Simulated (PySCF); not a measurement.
# Radial density of C³⁺ (carbon, charge +3)

PBEsol, [He] 2s1, 2S determinant. All numbers are calculated (PySCF 2.14, no relativity, point nucleus, in dyall-av2z).

| r (bohr) | 4πr²ρ (e/bohr) | 4πr²(ρα − ρβ) |
| --- | --- | --- |
| 0.00493 | 0.03646 | 0.0014 |
| 0.00830 | 0.09947 | 0.0039 |
| 0.0140 | 0.2621 | 0.0102 |
| 0.0235 | 0.6626 | 0.0257 |
| 0.0395 | 1.546 | 0.0595 |
| 0.0664 | 3.178 | 0.1195 |
| 0.112 | 5.260 | 0.1836 |
| 0.188 | 6.118 | 0.1617 |
| 0.316 | 3.995 | 0.0171 |
| 0.532 | 1.211 | 0.1512 |
| 0.894 | 0.8557 | 0.7923 |
| 1.50 | 0.6032 | 0.6028 |
| 2.53 | 0.06191 | 0.0619 |
| 4.26 | 0.0002332 | 0.0002 |
